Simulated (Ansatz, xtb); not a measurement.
CH5GaSn: which of two structures lies lower

We compare a, `[CH3][GaH][SnH]`, a singlet, with b, a singlet given by its coordinates. Both are isolated molecules in the gas phase, relaxed with PBE0-D3(BJ)/def2-SVP; the shapes shown needn't be the lowest conformers.

a (Å):

```yaml
atoms:
  - { symbol: C, position_ang: [0.6932, -0.0646, 0.4311] }
  - { symbol: Ga, position_ang: [0.8721, 1.5258, -0.7422] }
  - { symbol: Sn, position_ang: [0.5795, 1.5665, -3.4008] }
  - { symbol: H, position_ang: [-0.0557, 0.1402, 1.2134] }
  - { symbol: H, position_ang: [0.4078, -0.9816, -0.1025] }
  - { symbol: H, position_ang: [1.6545, -0.2401, 0.9425] }
  - { symbol: H, position_ang: [1.2026, 2.8838, 0.0231] }
  - { symbol: H, position_ang: [-1.1283, 1.8979, -2.9785] }
```

b (Å):

```csv
atom,x (Å),y (Å),z (Å)
C,-0.9720,-0.2530,-0.6699
Ga,0.7921,-0.8687,1.5197
Sn,0.3385,1.4956,-0.1146
H,0.1220,0.9227,1.6937
H,-2.0131,0.0897,-0.5693
H,-0.9104,-1.2233,-0.1323
H,-0.7699,-0.4738,-1.7290
H,1.7061,0.2049,0.2156
```

Close contacts (Å): C1–Sn3 2.25, Ga2–Sn3 2.91, C1–H5 1.10, C1–H6 1.11, C1–H7 1.10, Ga2–H4 1.92, Ga2–H8 1.92, Sn3–H4 1.91, Sn3–H8 1.91.

Question: Estimate which is lower in electronic energy at CCSD(T)/def2-TZVP, and by roughly how much.

Answer: The CCSD(T)/def2-TZVP calculation puts structure b lower, by 19.7 kJ/mol.

Level by level:

| level | geometry | E(b) − E(a) (kJ/mol) | departure from the last row (kJ/mol) | job, with rough time for the two |
| --- | --- | --- | --- | --- |
| PBE0-D3(BJ)/def2-SVP | PBE0-D3(BJ)/def2-SVP | −27.7 | −8.0 | optimisation, 56 s |
| HF/def2-TZVP | PBE0-D3(BJ)/def2-SVP | +17.1 | +36.8 | part of the CCSD(T) run |
| MP2/def2-TZVP | PBE0-D3(BJ)/def2-SVP | −17.7 | +2.0 | part of the CCSD(T) run |
| CCSD(T)/def2-TZVP | PBE0-D3(BJ)/def2-SVP | −19.7 |  | single point, 44 s |

HF/def2-TZVP puts the two in the other order. The largest departure from CCSD(T)/def2-TZVP is that of HF/def2-TZVP, 36.8 kJ/mol. Levels run at GFN2-xTB geometries aren't shown.

With harmonic frequencies from PBE0-D3(BJ)/def2-SVP (ideal gas, rigid rotor, one conformer each, 400 K, 1 atm): on the last row, ΔE + ΔZPE = −15.6, ΔH = −20.0, ΔG = −7.5 kJ/mol.

The correlated steps freeze 14 core orbitals; the filled d shell of Ga and Sn is correlated, in a basis made for valence electrons. Atoms past krypton carry core potentials in the def2 sets and no spin–orbit term is included. Mirror images aren't counted in ΔG. Run with Ansatz 0.2.0; the last row on 2 threads of Intel(R) Xeon(R) 6975P-C (Granite Rapids) on a shared host.
